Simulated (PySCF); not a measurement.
# The 17-electron isoelectronic series, spin-free X2C

Calculated with PySCF 2.14 from differences of total energies of unrestricted determinants, without spin-orbit coupling. Each ion has its own even-tempered basis scaled to its charge (19s12p5d4f for the first); frozen: 1s2. Ionisation energies in eV, correlation energies of the ion in mhartree.

```csv
ion,configuration,UHF,LDA,PBE,PBE0,r2SCAN,MP2 (outer shells),E_corr MP2,E_corr CCSD(T),"NIST (with spin-orbit, Breit and QED)"
Ni¹¹⁺,[Ne] 3s2 3p5 (2P),350.32,352.20,352.00,352.02,352.18,351.27,-551.7,-570.4,351.6 ± 0.3 (s)
Cu¹²⁺,[Ne] 3s2 3p5 (2P),399.91,401.82,401.62,401.64,401.81,400.86,-554.4,-572.8,401 ± 0.3 (s)
Zn¹³⁺,[Ne] 3s2 3p5 (2P),452.60,454.54,454.35,454.37,454.55,453.55,-556.6,-574.7,453.4 ± 0.3 (s)
Ga¹⁴⁺,[Ne] 3s2 3p5 (2P),508.39,510.36,510.18,510.19,510.38,509.34,-559.4,-577.3,508.8 ± 0.4 (s)
Ge¹⁵⁺,[Ne] 3s2 3p5 (2P),567.27,569.26,569.10,569.11,569.28,568.24,-563.0,-580.8,567.3 ± 0.5 (s)
As¹⁶⁺,[Ne] 3s2 3p5 (2P),629.26,631.27,631.13,631.13,631.31,630.23,-565.3,-582.8,628.8 ± 0.6 (s)
Se¹⁷⁺,[Ne] 3s2 3p5 (2P),694.36,696.38,696.26,696.26,696.45,695.36,-574.1,-592.6,693.4 ± 0.7 (s)
Br¹⁸⁺,[Ne] 3s2 3p5 (2P),762.58,764.63,764.52,764.51,764.71,763.59,-575.9,-594.0,761 ± 0.8 (s)
Kr¹⁹⁺,[Ne] 3s2 3p5 (2P),833.92,835.97,835.89,835.87,836.10,834.93,-578.5,-596.4,831.6 ± 0.9 (s)
Rb²⁰⁺,[Ne] 3s2 3p5 (2P),908.38,910.45,910.38,910.37,910.57,909.38,-579.6,-597.2,905.3 ± 1 (s)
```

Each ion has its own basis, which adds noise of up to about 0.1 % along the series.

NIST values marked (s) are semi-empirical, (t) theoretical. Open shells are high-spin determinants of the terms that Hund's rules give.

Spin-orbit coupling of the open shells is absent from the calculated values and included in NIST's; it grows fast with Z.
